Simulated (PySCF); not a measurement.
Two species compared at the same levels of theory.

First species: C₅H₄N₄.
SMILES: `n1n(ncc1C#N)C=C`

Second species: C₂H₇Cl₃Si₂.
Geometry (GFN2-xTB, Å), atoms numbered from 1 in this order:
```
atom  x, y, z in Å
Cl1    1.528    1.299    1.477
C2     2.202   -0.018    0.472
Si3    1.014   -0.319   -1.006
Si4   -1.116   -0.822   -0.212
Cl5   -1.120   -2.105    1.360
C6    -2.026    0.750    0.407
Cl7   -2.088    1.936   -0.927
H8     3.196    0.302    0.167
H9     2.305   -0.884    1.123
H10    1.617   -1.422   -1.768
H11    1.056    0.893   -1.826
H12   -1.996   -1.412   -1.227
H13   -1.516    1.240    1.235
H14   -3.057    0.561    0.703
```

Levels: CAM-B3LYP/def2-SVPD for dipole moment, HOMO energy, LUMO energy, HOMO–LUMO gap, static isotropic polarisability and electronic spatial extent ⟨r²⟩ about the centre of nuclear charge; TDDFT CAM-B3LYP/def2-SVPD for lowest singlet excitation; TDA CAM-B3LYP/def2-SVPD for lowest triplet excitation (Tamm–Dancoff); GFN2-xTB for rotational constant A and rotational constant C. Geometries: GFN2-xTB. Each structure is a single optimised conformer of the isolated species, non-relativistic unless stated; the electronic structure was computed with PySCF and density fitting.

The conformers computed, where there is a choice (atom-mapped SMILES and torsion angles):
- `[CH2:1]=[CH:2][n:3]1[n:4][cH:5][c:6]([C:7]#[N:8])[n:9]1`: C1–C2–N3–N4 0°
- `[Cl:1][CH2:2][SiH2:3][Si@@H:4]([Cl:5])[CH2:6][Cl:7]`: Cl1–C2–Si3–Si4 -57°, C2–Si3–Si4–Cl5 -43°, Si3–Si4–C6–Cl7 57°

Values for the first species:

| Property | Result |
| --- | --- |
| Dipole moment | 4.43 D |
| HOMO energy | -8.94 eV |
| LUMO energy | -0.97 eV |
| HOMO–LUMO gap | 7.97 eV |
| Lowest singlet excitation | 5.28 eV |
| Lowest triplet excitation (Tamm–Dancoff) | 3.54 eV |
| Static isotropic polarisability | 87.4 au |
| Electronic spatial extent ⟨r²⟩ about the centre of nuclear charge | 1266 bohr² |
| Rotational constant A | 7.088 GHz |
| Rotational constant C | 0.847 GHz |

**Question.** Estimate the same properties for the second species, and the change in each.

**Answer.** 
```csv
property,first,second,second less first
dipole moment,4.43 D,1.74 D,-2.69 D
HOMO energy,-8.94 eV,-9.51 eV,-0.57 eV
LUMO energy,-0.97 eV,0.14 eV,+1.11 eV
HOMO–LUMO gap,7.97 eV,9.65 eV,+1.68 eV
lowest singlet excitation,5.28 eV,6.50 eV,+1.22 eV
lowest triplet excitation (Tamm–Dancoff),3.54 eV,5.87 eV,+2.33 eV
static isotropic polarisability,87.4 au,117.7 au,+30.3 au
electronic spatial extent ⟨r²⟩ about the centre of nuclear charge,1266 bohr²,2126 bohr²,+860 bohr²
rotational constant A,7.088 GHz,0.901 GHz,-6.187 GHz
rotational constant C,0.847 GHz,0.563 GHz,-0.284 GHz
```

On the first: The dipole equals about 14.8 × 10⁻³⁰ C·m (1 D = 3.33564 × 10⁻³⁰ C·m). In wavenumbers S1 is 42500 cm⁻¹ (1 eV = 8065.54 cm⁻¹).

On the second: S1 lies 3.15 eV below the HOMO–LUMO gap; its leading configuration is HOMO→LUMO, weight 0.73.
